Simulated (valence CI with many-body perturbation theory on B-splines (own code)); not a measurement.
**V⁹⁺: electric-dipole lines**

Computed by relativistic CI+MBPT: four valence electrons over a frozen Dirac-Fock core [Ne], radial functions for each j: 11 s, 11 p, 10 d, 8 f, 5 g, 2 h, with the one-electron correlation potential Σ1 (screened to all orders), the two-electron term Σ2, the three-electron term Σ3, Breit, model QED; selected single and double excitations, second order for the rest, scaled by the run's own slope (own B-spline code, finite nucleus).

No measured spectrum was set against this ion. As an estimate, levels of excited configurations hold to 0.05 to 0.15 % of their energy, terms of the ground configuration to about 0.5 %. Among the levels kept, up to 630 cm⁻¹ of a level comes from second order outside the variational space, and about a tenth of that is noise between levels of different J, which matters for small intervals.

Lines 101 to 150 of 558 in falling wavelength, among levels below 116.18 eV, chosen from the strongest by gf and those to the six lowest levels. Wavelengths and rates use the calculated energies, so an error of 100 cm⁻¹ moves a line at 38.57 nm by 0.039 % and its rate by three times that or more. Electric multipoles are in the length gauge, E1 and E2 with the static RPA response of the core. Weak lines are less certain than strong ones. Lines between different terms over intervals too small for the method are left out, as are lines whose strength nearly cancels. Where a level lies close to another of its J and parity, the split of strength between their lines is uncertain. The highest levels of a list are the least certain.

Names give the largest LS component (configuration and term), which can be under half, so a name can repeat, a term be missing and a line seem to break the LS rules; names also repeat where a configuration has a term twice. Letters in brackets count levels of one name in rising energy.

| λ vac (nm) | Upper | Lower | A (s⁻¹) | log gf | Branch % |
| --- | --- | --- | --- | --- | --- |
| 38.57 | 3p3 3d 3F°_4 [b] | 3s 3p2 3d 3D_3 [a] | 2.07e+09 | -0.38 | 15.5 |
| 38.47 | 3p3 3d 3F°_2 [b] | 3s 3p2 3d 3D_1 [a] | 2.26e+09 | -0.60 | 16.8 |
| 38.41 | 3s 3p3 3S°_1 | 3s2 3p2 1S_0 | 2.18e+08 | -1.84 | 0.5 |
| 38.33 | 3p3 3d 3P°_2 [b] | 3s 3p2 3d 3D_3 [a] | 1.99e+09 | -0.66 | 10.2 |
| 37.91 | 3s 3p2 3d 3F_2 [c] | 3s2 3p 3d 3P°_1 | 1.51e+09 | -0.79 | 3.3 |
| 37.64 | 3p3 3d 3P°_1 [c] | 3s 3p2 3d 3D_2 [a] | 2.93e+09 | -0.73 | 6.0 |
| 37.30 | 3p3 3d 3F°_4 [b] | 3s 3p2 3d 3G_5 | 4.93e+09 | -0.03 | 36.8 |
| 37.25 | 3p3 3d 3F°_3 [b] | 3s 3p2 3d 3G_4 | 4.77e+09 | -0.16 | 35.4 |
| 37.11 | 3p3 3d 3F°_2 [b] | 3s 3p2 3d 3G_3 | 5.14e+09 | -0.28 | 38.1 |
| 37.06 | 3p3 3d 3F°_4 [a] | 3s 3p2 3d 5D_4 | 8.33e+08 | -0.81 | 15.2 |
| 37.00 | 3p3 3d 3G°_5 | 3s 3p2 3d 3F_4 [a] | 1.84e+09 | -0.38 | 37.0 |
| 36.98 | 3s 3p2 3d 3F_3 [c] | 3s2 3p 3d 3P°_2 [a] | 9.84e+08 | -0.85 | 2.3 |
| 36.96 | 3s 3p3 1D°_2 | 3s2 3p2 3P_2 | 2.91e+07 | -2.53 | 0.8 |
| 36.72 | 3p3 3d 3G°_4 | 3s 3p2 3d 3F_3 [a] | 1.80e+09 | -0.49 | 36.0 |
| 36.54 | 3p3 3d 3G°_3 | 3s 3p2 3d 3F_2 [a] | 1.84e+09 | -0.59 | 36.7 |
| 36.52 | 3s 3p3 1P°_1 | 3s2 3p2 1S_0 | 2.83e+09 | -0.77 | 10.3 |
| 36.26 | 3s 3p3 1D°_2 | 3s2 3p2 3P_1 | 2.45e+07 | -2.62 | 0.7 |
| 36.18 | 3p3 3d 5D°_3 | 3s 3p2 3d 5D_4 | 2.33e+09 | -0.49 | 9.9 |
| 36.13 | 3p3 3d 5D°_4 | 3s 3p2 3d 5D_4 | 4.64e+09 | -0.09 | 19.9 |
| 36.09 | 3p3 3d 5D°_2 | 3s 3p2 3d 5D_3 | 4.13e+09 | -0.40 | 17.0 |
| 36.01 | 3p3 3d 5D°_1 | 3s 3p2 3d 5D_2 | 5.54e+09 | -0.49 | 22.4 |
| 36.01 | 3p3 3d 5D°_3 | 3s 3p2 3d 5D_3 | 2.40e+09 | -0.49 | 10.1 |
| 35.95 | 3p3 3d 5D°_4 | 3s 3p2 3d 5D_3 | 1.45e+09 | -0.60 | 6.2 |
| 35.95 | 3p3 3d 5D°_0 | 3s 3p2 3d 5D_1 | 8.75e+09 | -0.77 | 35.2 |
| 35.89 | 3p3 3d 5D°_1 | 3s 3p2 3d 5D_0 | 2.60e+09 | -0.82 | 10.5 |
| 35.89 | 3p3 3d 5D°_2 | 3s 3p2 3d 5D_1 | 2.69e+09 | -0.58 | 11.1 |
| 35.89 | 3p3 3d 5D°_3 | 3s 3p2 3d 5D_2 | 2.23e+09 | -0.52 | 9.4 |
| 35.87 | 3p3 3d 1D°_2 [b] | 3s 3p2 3d 1P_1 [a] | 1.61e+09 | -0.81 | 3.2 |
| 35.83 | 3s 3p2 3d 3D_3 [d] | 3s2 3p 3d 3D°_3 | 5.35e+09 | -0.14 | 10.3 |
| 35.79 | 3s 3p2 3d 3F_4 [b] | 3s2 3p 3d 3F°_4 | 2.85e+09 | -0.31 | 7.0 |
| 35.69 | 3s 3p2 3d 3F_3 [b] | 3s2 3p 3d 3F°_3 | 2.98e+09 | -0.40 | 7.9 |
| 35.60 | 3s 3p2 3d 3F_2 [b] | 3s2 3p 3d 3F°_2 | 3.80e+09 | -0.44 | 10.4 |
| 35.48 | 3s 3p2 3d 3D_2 [d] | 3s2 3p 3d 3D°_2 | 6.35e+09 | -0.22 | 12.1 |
| 35.39 | 3p3 3d 3D°_3 [c] | 3s 3p2 3d 3F_4 [b] | 2.04e+09 | -0.57 | 4.6 |
| 35.09 | 3s 3p2 3d 3D_1 [d] | 3s2 3p 3d 3D°_1 | 7.71e+09 | -0.37 | 14.8 |
| 35.02 | 3p3 3d 1D°_2 [c] | 3s 3p2 3d 1P_1 [a] | 2.68e+09 | -0.61 | 5.7 |
| 34.98 | 3s 3p 3d2 3F°_4 | 3s 3p2 3d 3F_4 [b] | 1.04e+09 | -0.77 | 3.5 |
| 34.72 | 3s 3p2 3d 3D_3 [d] | 3s2 3p 3d 3P°_2 [b] | 5.78e+09 | -0.14 | 11.1 |
| 34.71 | 3p3 3d 3P°_2 [b] | 3s 3p2 3d 3P_1 [a] | 1.44e+09 | -0.89 | 7.3 |
| 34.70 | 3p3 3d 1F°_3 [a] | 3s 3p2 3d 1F_3 [a] | 2.70e+09 | -0.47 | 11.0 |
| 34.70 | 3p3 3d 5D°_4 | 3s 3p2 3d 5F_5 | 1.11e+10 | 0.25 | 47.5 |
| 34.64 | 3s 3p 3d2 3F°_3 | 3s 3p2 3d 3F_3 [b] | 1.28e+09 | -0.79 | 3.5 |
| 34.39 | 3s 3p2 3d 3D_1 [d] | 3s2 3p 3d 3P°_0 | 8.47e+09 | -0.35 | 16.2 |
| 34.37 | 3p3 3d 5D°_3 | 3s 3p2 3d 5F_4 | 8.69e+09 | 0.03 | 36.7 |
| 34.35 | 3p3 3d 3D°_2 [c] | 3s 3p2 3d 3P_2 [b] | 2.58e+09 | -0.64 | 5.3 |
| 34.32 | 3p3 3d 5D°_4 | 3s 3p2 3d 5F_4 | 2.58e+09 | -0.39 | 11.1 |
| 34.30 | 3s 3p2 3d 3D_2 [d] | 3s2 3p 3d 3P°_1 | 1.12e+10 | 0.00 | 21.4 |
| 34.27 | 3s 3p 3d2 3D°_3 | 3s 3p2 3d 3P_2 [b] | 9.97e+09 | 0.09 | 22.8 |
| 34.24 | 3p3 3d 1F°_3 [a] | 3s 3p2 3d 1G_4 | 7.44e+09 | -0.04 | 30.4 |
| 34.19 | 3s 3p2 3d 1F_3 [b] | 3s2 3p 3d 1F°_3 | 1.95e+10 | 0.38 | 23.2 |
